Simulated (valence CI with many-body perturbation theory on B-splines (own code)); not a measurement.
# Rb⁵⁺: input, log and results

Method: configuration interaction combined with many-body perturbation theory (CI+MBPT): four valence electrons over a frozen Dirac-Fock core [Ar] 3d10, radial functions for each j: 11 s, 11 p, 9 d, 7 f, 5 g, 2 h, 1 i, with the one-electron correlation potential Σ1 (screened to all orders), the two-electron term Σ2, the three-electron term Σ3, Breit, model QED; selected single and double excitations, second order for the rest, scaled by the run's own slope (own B-spline code, finite nucleus).

Command, and the settings that its task file holds:

```sh
python run_cv.py task.json out
```

```
atom Rb  Z=37  mass_number=85  rms_radius_fm=4.2036
core [Ar] 3d10
valence 4s2 4p2
avg = 1
basis = L
breit = 1
cap = 40000
capref = 1200
cscale = 1
de = 0.0
dress = 0
eps = 2e-08
extrap = 1
h = 0.27
hh = 1
l2 = 3
lcore = 6
maxit = 60
n2 = 5
natural = 1
nlev = 60
nno = [7, 7, 6, 5, 4, 2, 1]
nroot = 26
nsp = [4, 4, 3, 2, 1, 0, 0]
pt2 = 1
qed = 1
rpa = 1
s1 = 1
s2 = 1
s3 = 1
screen = 1
tol = 2e-05
whole = 1
```

Task: Roughly how long does this run take on one core of Intel(R) Xeon(R) Processor @ 2.30GHz, and how much memory?

Result: 6 min on 1 thread of Intel(R) Xeon(R) Processor @ 2.30GHz, with other jobs on the host, peak memory 1.2 GiB.

Log. The first blocks belong to the next ion, which gives the ionisation energy. Fields: 2J, parity (1 odd), roots, reference size, generating configurations, candidates as configurations/state functions, variational space P, stored matrix elements, Davidson steps; e2 is the range of second-order energies in hartree. The first line gives the box (bohr), its intervals, the orbitals and the steps of their self-consistent field. Window is the range of levels sought, series limit the energy at which the first omitted orbital would enter, core excitation an estimate of the first excitation out of the core, left out the lowest levels not solved, and shifts from estimates the range by which levels moved from their first estimate, all in cm⁻¹.

```
rmax 19.6 intervals 65 orbitals 81 references ['4s2 4p2', '4s 4p3', '4s2 4p 4d'] scf 7 t 1.7
2J=1 par=1 roots 2 ref 34 generators 11 cand 2648/3955 P 2675/3989 nnz 2.3e+06 it 6
2J=1 par=1 roots 2 ref 34 generators 35 cand 1666/2579 P 4341/6568 nnz 4.7e+06 it 6
   second order: generators 68 cand 20279/31024 e2 -0.00006 -0.00002
reference levels 665, estimated 269, window 371914 1/cm; series limit 560205, core excitation 879538
2J=0 par=0 roots 9 ref 28 generators 43 cand 3351/5470 P 5162/7997 nnz 3.9e+06 it 10
2J=0 par=0 roots 9 ref 28 generators 89 cand 11125/19816 P 16287/27813 nnz 3e+07 it 11
   second order: generators 215 cand 155806/333136 e2 -0.00018 -0.00004
2J=2 par=0 roots 12 ref 56 generators 47 cand 1662/5480 P 2584/7991 nnz 5.6e+06 it 10
2J=2 par=0 roots 12 ref 56 generators 107 cand 8460/31999 P 11044/39990 nnz 8.3e+07 it 14
   second order: generators 261 cand 189669/948925 e2 -0.00093 -0.00015
2J=4 par=0 roots 14 ref 66 generators 55 cand 1379/5158 P 2336/7987 nnz 6.5e+06 it 17
2J=4 par=0 roots 14 ref 66 generators 113 cand 6723/32009 P 9059/39996 nnz 8.7e+07 it 14
   second order: generators 278 cand 205177/1440868 e2 -0.00290 -0.00030
2J=4 par=1 roots 10 ref 116 generators 43 cand 1478/5223 P 2354/7917 nnz 6.5e+06 it 9
2J=4 par=1 roots 10 ref 116 generators 91 cand 6547/32065 P 8901/39982 nnz 8.8e+07 it 9
   second order: generators 227 cand 196690/1341610 e2 -0.00170 -0.00014
2J=2 par=1 roots 10 ref 98 generators 51 cand 1862/5427 P 2899/7991 nnz 5.8e+06 it 10
2J=2 par=1 roots 10 ref 98 generators 109 cand 8278/32002 P 11177/39993 nnz 7.9e+07 it 10
   second order: generators 265 cand 198337/1009124 e2 -0.00088 -0.00014
2J=6 par=1 roots 5 ref 96 generators 30 cand 1543/5362 P 2399/7948 nnz 6.7e+06 it 9
2J=6 par=1 roots 5 ref 96 generators 75 cand 5812/32045 P 8211/39993 nnz 9.5e+07 it 10
   second order: generators 161 cand 169733/1404690 e2 -0.00111 -0.00040
2J=0 par=1 roots 4 ref 37 generators 30 cand 3646/6030 P 5567/8769 nnz 4.2e+06 it 5
2J=0 par=1 roots 4 ref 37 generators 67 cand 10245/17713 P 15812/26482 nnz 2.6e+07 it 7
   second order: generators 147 cand 143939/296228 e2 -0.00019 -0.00007
2J=8 par=1 roots 2 ref 61 generators 17 cand 1475/6482 P 2279/9022 nnz 7.2e+06 it 5
2J=8 par=1 roots 2 ref 61 generators 42 cand 6511/34443 P 8790/43465 nnz 1.1e+08 it 7
   second order: generators 85 cand 123600/1098816 e2 -0.00042 -0.00041
2J=6 par=0 roots 8 ref 43 generators 39 cand 1373/5543 P 2132/8049 nnz 6.8e+06 it 11
2J=6 par=0 roots 8 ref 43 generators 89 cand 5822/31939 P 7954/39988 nnz 9.4e+07 it 11
   second order: generators 203 cand 180831/1471429 e2 -0.00200 -0.00037
2J=8 par=0 roots 5 ref 22 generators 24 cand 1500/5474 P 2341/7985 nnz 6.7e+06 it 8
2J=8 par=0 roots 5 ref 22 generators 62 cand 5955/31989 P 8296/39974 nnz 1e+08 it 11
   second order: generators 135 cand 138822/1198504 e2 -0.00117 -0.00021
2J=10 par=0 roots 3 ref 6 generators 18 cand 1502/6017 P 2598/8781 nnz 6.9e+06 it 8
2J=10 par=0 roots 3 ref 6 generators 47 cand 5900/31132 P 8498/39913 nnz 9.9e+07 it 9
   second order: generators 114 cand 147825/1316393 e2 -0.00068 -0.00016
left out: unestimated 521837, estimated 396245, shifts from estimates -132 to 134
operators 3.3
```

The Davidson iterations converged.

Against 13 measured levels this calculation errs by 109 cm⁻¹ on average and by 203 at most. These come from a selection out of Sansonetti, J. Phys. Chem. Ref. Data 35, 301 (2006). Levels without a partner in it may be off by more. Among the levels kept, up to 370 cm⁻¹ of a level comes from second order outside the variational space, and about a tenth of that is noise between levels of different J, which matters for small intervals.

```
Valence energy                            : -17.13101 hartree
Ionisation energy                         : 83.715 eV (NIST: 82.9 ± 2 eV (theoretical))
Reference configurations for the orbitals : 4s2 4p2, 4s 4p3, 4s2 4p 4d
Radial orbitals                           : 81
Box radius                                : 19.65 bohr
Largest variational space                 : 43465
Lowest levels                             : 4s2.4p2 3P_0 0.0, 4s2.4p2 3P_1 5132, 4s2.4p2 3P_2 9891, 4s2.4p2 1D_2 23758, 4s2.4p2 1S_0 45249, 4s.4p3 5S°_2 112960, 4s.4p3 3D°_1 148360, 4s.4p3 3D°_2 148500, 4s.4p3 3D°_3 150260, 4s.4p3 3P°_0 168800, 4s.4p3 3P°_1 169350, 4s.4p3 3P°_2 169990, 4s.4p3 1D°_2 187940, 4s.4p3 3S°_1 209040 cm⁻¹
```

Names give the largest LS component (configuration and term), which can be under half, so a name can repeat, a term be missing and a line seem to break the LS rules; names also repeat where a configuration has a term twice.
